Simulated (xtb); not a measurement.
ClH₆NSi₃, SMILES Cl[SiH]1[SiH2]N[SiH2]1. All values are semi-empirical tight-binding results from xtb (GFN2-xTB unless named), good for trends rather than for accurate numbers. The structure is a stationary point at GFN2-xTB. The structure was generated by enumeration, and PubChem lists no compound with its InChIKey, so it may never have been made.

Optimised geometry:

Bonded distances (Å): Cl1–Si2 2.045, Si2–Si3 2.335, Si2–Si5 2.335, Si2–H6 1.473, Si3–N4 1.751, Si3–H7 1.468, Si3–H8 1.469, N4–Si5 1.751, N4–H9 1.007, Si5–H10 1.469, Si5–H11 1.468. Angles (°): Cl1–Si2–Si3 119.6, Cl1–Si2–Si5 119.6, Cl1–Si2–H6 102.6, Si3–Si2–Si5 78.9, Si3–Si2–H6 118.1, Si5–Si2–H6 118.1, Si2–Si3–N4 82.4, Si2–Si3–H7 120.5, Si2–Si3–H8 122.9, N4–Si3–H7 109.8, N4–Si3–H8 110.7, H7–Si3–H8 106.9, Si3–N4–Si5 115.9, Si3–N4–H9 122.0, Si5–N4–H9 122.0, Si2–Si5–N4 82.4, Si2–Si5–H10 122.9, Si2–Si5–H11 120.5, N4–Si5–H10 110.7, N4–Si5–H11 109.8, H10–Si5–H11 106.9.
Charge 0, spin multiplicity 1.

```
Item                                             Value
---------------------------------------  -------------
point group as xtb finds it                         Cs
orbital gap                                    3.47 eV
dipole moment                                   1.83 D
zero-point energy                        36.3 kcal/mol
G − E(el) at 298.15 K (modified RRHO)    15.4 kcal/mol
static polarisability (D4 model)           102.4 bohr³
solvation energy, GFN2-xTB/ALPB(water)   -0.9 kcal/mol
solvation energy, GFN2-xTB/ALPB(hexane)  -3.6 kcal/mol
```

Computed atomic charges and the Wiberg bond orders between heavy atoms:
charges (e) Cl1 -0.31, Si2 0.36, Si3 0.41, N4 -0.48, Si5 0.41, H6 -0.09, H7 -0.11, H8 -0.10, H9 0.12, H10 -0.10, H11 -0.11. Bond orders Cl1–Si2 1.03, Si2–Si3 0.81, Si3–N4 1.08, Si2–Si5 0.81, N4–Si5 1.08.
